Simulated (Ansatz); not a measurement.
Program: Ansatz. Geometries: PBE0-D4/def2-TZVP. ΔE: electronic, gas phase. CCSD(T)/CBS is the MP2 limit (def2-TZVPP, def2-QZVPP) plus CCSD(T) − MP2 in def2-TZVPP, frozen cores. This one scheme is used for every species, atoms too. DFT in def2-TZVPP. B3LYP here is the variant with VWN-RPA as its local correlation; programs differ in this. Open shells (•) are unrestricted, without spin–orbit coupling. Spin–orbit coupling would lower the free atoms: a little for B, C, Cl, F, O, Si. Each species was taken in one conformer, which may not be the lowest.

Reaction (atomization): `F[Si@H](Cl)[C@H]1BO1` → B• + C• + Cl• + F• + 3 H• + O• + Si•

```tsv
level	ΔE (kJ/mol)	difference from CCSD(T)/CBS
PBE-D4	3661.1	93.9
r2SCAN-D4	3603.6	36.4
PBE0-D4	3575.5	8.3
B3LYP-D4	3550.7	-16.5
ωB97X-V	3586.4	19.2
ωB97M-V	3591.9	24.7
PBE0	3556.9	-10.3
B3LYP	3515.1	-52.1
HF/def2-TZVPP	2603.8	-963.4
MP2/def2-TZVPP	3593.8	26.6
SCS-MP2/def2-TZVPP	3531.9	-35.3
CCSD/def2-TZVPP	3394.4	-172.8
CCSD(T)/def2-TZVPP	3461.0	-106.2
MP2/def2-QZVPP	3657.6	90.4
HF/CBS(def2)	2613.4	-953.8
MP2/CBS(def2)	3699.9	132.7
CCSD(T)/CBS	3567.2	0
```

Largest T1 diagnostic among the species: 0.014.

The D4 term adds +35.5 kJ/mol with B3LYP and +18.6 kJ/mol with PBE0; it sums over pairs of atoms, weighted by their polarisabilities, and B3LYP, whose exchange is more repulsive, gets the larger term. In def2-TZVPP, CCSD(T) changes the Hartree–Fock value by +857.2 kJ/mol (the triples alone add +66.7 kJ/mol) and MP2 by +990.0 kJ/mol; breaking electron pairs costs correlation energy, which Hartree–Fock lacks.

For atomizations the MP2-based limit and the directly extrapolated one differ by several kJ/mol either way, and by 10 to 25 for some Ge, Se and Sn compounds, so smaller differences from it don't rank the levels.
